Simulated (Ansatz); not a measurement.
Cartesian coordinates in Å:
```
B 1.059 2.001 0.235
O 0.657 1.140 -0.722
Si -0.046 -0.344 -0.730
C -0.193 -1.112 0.940
F 0.901 -1.272 -1.610
S -1.894 -0.033 -1.717
H 0.924 1.719 1.397
H 1.547 3.038 -0.111
H -0.660 -2.097 0.863
H -0.801 -0.495 1.603
H 0.795 -1.240 1.389
H -2.290 -1.304 -1.538
```

Charge 0, multiplicity 1.

Problem. List the PBE/def2-TZVPP orbital energies in eV (Ansatz). (An estimate is asked.)

Solution. Computed: Occupied: -2395.96, -1781.45, -659.97, -511.13, -269.04, -208.94, -177.90, -155.09, -154.99, -154.86, -138.97, -95.75, -95.74, -95.66, -29.74, -25.79, -18.63, -17.72, -14.74, -12.49, -11.38, -11.25, -10.87, -10.48, -10.30, -10.20, -9.83, -9.45, -9.29, -7.97, -7.13, -6.63. Lowest empty: -1.87, -0.74, -0.03, 0.53, 0.82, 0.94, 1.69, 1.85.
